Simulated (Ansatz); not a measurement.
Job for Ansatz (a first-principles code): U-r2SCAN/def2-TZVPP on ClGeH3 (SMILES [Cl][GeH3]), a point of a bond scan (R = 6.960 Å).

Ansatz 0.2 input:
```yaml
crystal:
  periodic: [false, false, false]
  atoms:
    - {symbol: Ge, position_ang: [-0.68437382, 0.03163627, 0.00355747]}
    - {symbol: Cl, position_ang: [6.26777485, -0.28973784, -0.03258074]}
    - {symbol: H, position_ang: [-1.06958507, 1.46669244, -0.37372973]}
    - {symbol: H, position_ang: [-1.14315274, -0.32666519, 1.42174700]}
    - {symbol: H, position_ang: [-1.18623477, -0.98290436, -1.03034895]}
basis:
  gaussian:
    orbitals: def2-TZVPP
hamiltonian:
  xc: {name: r2SCAN}
magnetization: {spin_polarized: true, initial_magnetization: 0}
```

Output:

```
WARN ansatz: RAYON_NUM_THREADS=1 ignored (pool sized by the plan → 1); use --threads N
Functional definition: r2SCAN
integrals: 0.04 GiB planned
829 factors; their error is unknown
mean field: 0.39 GiB planned
mean field evaluation 1: about -69079.5905 eV, gradient 2.5e1 eV
mean field evaluation 2: about -68823.6562 eV, gradient 9.0e1 eV
mean field evaluation 4: about -69067.0926 eV, gradient 3.0e1 eV
mean field evaluation 8: about -69069.1679 eV, gradient 2.4e1 eV
mean field evaluation 16: about -69085.0664 eV, gradient 8.1e-2 eV
mean field evaluation 32: about -69085.8385 eV, gradient 7.6e-1 eV
mean field evaluation 64: about -69085.8422 eV, gradient 5.6e-2 eV
mean field evaluation 96: about -69085.8434 eV, gradient 5.8e-3 eV
mean field evaluation 128: about -69080.8090 eV, gradient 1.5e1 eV
mean field evaluation 160: about -69082.5595 eV, gradient 1.4e1 eV
mean field evaluation 192: about -69085.8416 eV, gradient 5.0e-2 eV
mean field evaluation 224: about -69085.8434 eV, gradient 8.4e-3 eV
mean field evaluation 256: about -69085.8434 eV, gradient 9.2e-4 eV
mean field evaluation 288: about -69085.8430 eV, gradient 2.9e-3 eV
mean field evaluation 320: about -69085.8434 eV, gradient 1.1e-5 eV
mean field -69085.84340886 eV, -2538.8579172091 hartree, gradient 4.8e-6 eV, S^2 0.844014; 16 other end points of the search recorded, 0 dependent functions left out
reference -69085.84342338 eV, -2538.8579177428 hartree; 26, 26 occupied and 106, 106 virtual orbitals, 829 factors
Total energy: -69085.84342338 eV, -2538.8579177428 hartree
```

Self-consistency was reached. Its determinant has ⟨S²⟩ = 0.84, a mixture of spin states.

Cost: roughly 3 core-minutes.
